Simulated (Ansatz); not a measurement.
Cost and result for the atomization energy of `O=C1C[SiH]1[SiH2]O` (12 atoms, 12 bonds).

Z-matrix (Å, degrees):
```
C
C 1 1.490
Si 1 1.912 2 66.4
H 1 1.091 2 114.6 3 107.7
H 1 1.089 2 116.7 3 -117.5
O 2 1.190 1 138.2 3 172.7
Si 3 2.322 1 116.2 2 107.7
H 3 1.484 1 116.5 2 -102.8
O 7 1.651 3 108.3 1 89.1
H 7 1.490 3 110.3 1 -148.8
H 7 1.491 3 107.1 1 -31.6
H 9 0.959 7 118.0 3 176.6
```

Charge 0, multiplicity 1. Geometry: relaxed with PBE0-D4/def2-TZVP. It is one conformer, not always the lowest. Program: Ansatz. All runs use 4 threads of an Arm Neoverse V2 on a shared host. Times are those of one run each, without the atoms' runs, and a repeat can differ threefold. Electronic energies, without spin–orbit coupling; frozen cores. CCSD(T)/CBS adds CCSD(T) − MP2 in def2-TZVPP to the MP2 limit, and its time is that of the two runs behind it. T1 = 0.017. B3LYP takes the VWN-RPA correlation (the form of Gaussian; ORCA's B3LYP/G).

CCSD(T)/CBS is a level of theory with its own doubt, some kJ/mol a heavy atom from the limit and from the frozen cores, so smaller differences don't rank the functionals.

```
                             level  functions  wall time  atomization (kcal/mol)  difference from CCSD(T)/CBS  per bond
   PBE-D4/def2-TZVPP (with forces)        292      2.9 s                  1096.3                         27.7       2.3
                PBE0-D4/def2-TZVPP        292      3.5 s                  1068.9                          0.3       0.0
r2SCAN-D4/def2-TZVPP (with forces)        292      5.5 s                  1075.2                          6.6       0.6
 B3LYP-D4/def2-TZVPP (with forces)        292        6 s                  1065.9                         -2.7      -0.2
                 B2PLYP/def2-TZVPP        292        7 s                  1054.8                        -13.8      -1.2
                ωB97X-V/def2-TZVPP        292        9 s                  1073.5                          4.9       0.4
  ωB97M-V/def2-TZVPP (with forces)        292       13 s                  1070.6                          2.0       0.2
                    MP2/def2-QZVPP        548       27 s                  1078.8                         10.2       0.8
                CCSD(T)/def2-TZVPP        292    4.5 min                  1036.5                        -32.1      -2.7
                 CCSD(T)/CBS(def2)          –      5 min                  1068.6                          0.0       0.0
```

The D4 term adds +10.5 kcal/mol with B3LYP and +5.5 kcal/mol with PBE0; it sums over pairs of atoms, weighted by their polarisabilities, and B3LYP, whose exchange is more repulsive, gets the larger term. From PBE to PBE0 (25 % exact exchange), in def2-TZVPP and without D4, the atomization energy moves by −26.4 kcal/mol: exact exchange takes away binding that semilocal exchange gives to molecules. In def2-TZVPP, CCSD(T) changes the Hartree–Fock value by +290.1 kcal/mol (the triples alone add +20.4 kcal/mol) and MP2 by +313.3 kcal/mol; breaking electron pairs costs correlation energy, which Hartree–Fock lacks.
